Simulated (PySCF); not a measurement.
Below is a simulated gas-phase Si 2p photoelectron spectrum of `[SiH3][Ge@H]([Cl])[GeH3]`.

Every computed line was given a Gaussian of 0.8 eV full width at half maximum and an area set by the number of equivalent atoms (split 2:1 within a doublet); the highest printed point is 100. Computed, not measured: delta-SCF UKS SCAN, pcX-2 on the ionised atom, pcseg-1 elsewhere, spin-free X2C (PySCF 2.14.0).

(binding energy (eV), intensity): (105.6, 0), (105.7, 1), (105.8, 1), (105.9, 3), (106.0, 6), (106.1, 12), (106.2, 20), (106.3, 32), (106.4, 47), (106.5, 64), (106.6, 80), (106.7, 92), (106.8, 99), (106.9, 100), (107.0, 96), (107.1, 89), (107.2, 80), (107.3, 72), (107.4, 63), (107.5, 54), (107.6, 44), (107.7, 34), (107.8, 25), (107.9, 16), (108.0, 10), (108.1, 6), (108.2, 3), (108.3, 1), (108.4, 1), (108.5, 0), (108.6, 0)

Problem. How many maxima does the curve show, and how many computed lines lie under it?

Solution. The curve has 1 maximum (at 106.9 eV). Under it lie 2 lines from 1 inequivalent silicon site, drawn as a 2p3/2, 2p1/2 pair. At this width some lines have no maximum of their own.

Problem. Decompose the envelope and assign each component. Numbering: `[SiH3:1][Ge@H:2]([Cl:3])[GeH3:4]`.

Solution. 
```csv
position (eV),relative area,line,atoms,environment
106.79,0.67,Si 2p3/2,Si1,SiH3 silicon
107.41,0.33,Si 2p1/2,Si1,SiH3 silicon
```

Problem. What are the centre and the root-mean-square width of the whole band?

Solution. The area-weighted mean of the lines is 107.00 eV. Their own spread about it is 0.29 eV (rms) and each Gaussian has σ = 0.8/2.355 = 0.34 eV; the variances add, which gives 0.45 eV.

The curve has no shake-up lines and no vibrational structure. The 2p values aren't plain energy differences: one relaxed spin-free 2p hole is combined with a matrix within the shell (ground-state 2p orbital-energy differences and spin–orbit coupling). 2p3/2, the mean of its two sublevels, lies a third of the splitting below the shell's mean and 2p1/2 two thirds above it; the statistical areas are 2:1. 2p1/2 minus 2p3/2 (ligand field included): Si 0.62 eV. Isolated species at its PBE0-D3(BJ)/def2-SVP geometry, gas phase.
